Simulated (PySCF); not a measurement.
C₅H₁₀OP (charge +1).
Atom-mapped SMILES: `[CH2:1]=[CH:2][C@@H:3]1[CH2:4][P@H+:5]1[CH2:6][OH:7]`

NICS = −σ at a ghost point: NICS(0) at the centroid of the ring atoms, NICS(1) 1 Å to either side along the normal of their mean plane, zz for the tensor component along that normal. Level: GIAO PBE0/pcSseg-1 (PySCF, non-relativistic, gas phase) on the GFN2-xTB geometry, one conformer.

Ring bond lengths (Å), with Mayer bond orders in brackets: C3–C4 1.542 (0.86), C4–P5 1.787 (1.00), P5–C3 1.821 (0.92).

Task: Give the NICS values of each ring in ppm.

Result: 
```json
{"ring": "C3–C4–P5", "type": "3-membered ring with P; formal bonds all single", "NICS(0)": "-33.6", "NICS(1), two faces": "-9.0 / -7.2", "NICS(1)zz, two faces": "-22.1 / -19.7", "rms pucker (Å)": "0.00", "centre to ring atoms, mean (Å)": "0.99"}
```

Task: What can be read from them?

Result: 
- C3–C4–P5: mean NICS(1)zz -20.9 ppm, shielded. C3, C4, P5 have four or more neighbours, and the NICS criterion for π rings isn't applied. NICS(0) lies 25 ppm below the mean NICS(1).

Task: At the first NICS(1) probe listed for ring C3–C4–P5, 1 Å off the ring, how large is the induced field along the normal in 9.4 T applied along it?

Result: NICSzz × B0 = -22.1 ppm × 9.4 T = -208 μT, against the applied field.

Task: Give the inner angles of the rings and the Hirshfeld charges of the ring atoms.

Result: 
- C3–C4–P5: C3 63.6° (-0.012 e), C4 65.9° (-0.069 e), P5 50.6° (+0.427 e); sum 180.0° against 180° for a flat convex ring.

Task: How shielded are the nuclei of the rings and their hydrogens (means over atoms taken as equivalent)?

Result: 
```tsv
atoms	environment	σ isotropic (ppm)
C3	sp3 carbon bound to phosphorus	160.3
C4	sp3 carbon bound to phosphorus	173.8
P5	phosphonium phosphorus	456.1
H on C3	methine hydrogen	27.85
H on C4	methylene hydrogen	29.19
H on C4	methylene hydrogen	28.54
H on P5	P–H hydrogen	27.44
```

Time: 21 s of wall time; peak memory 0.80 GiB. Hardware: one thread, Arm Neoverse V2 (aarch64), shared host with 192 logical CPUs at a one-minute load of 38. This is the whole shielding run at PBE0/pcSseg-1, SCF included.

Conformer computed: `[CH2:1]=[CH:2][C@@H:3]1[CH2:4][P@H+:5]1[CH2:6][OH:7]`: C1–C2–C3–C4 33°, C4–P5–C6–O7 38°, H–O7–C6–P5 176°.
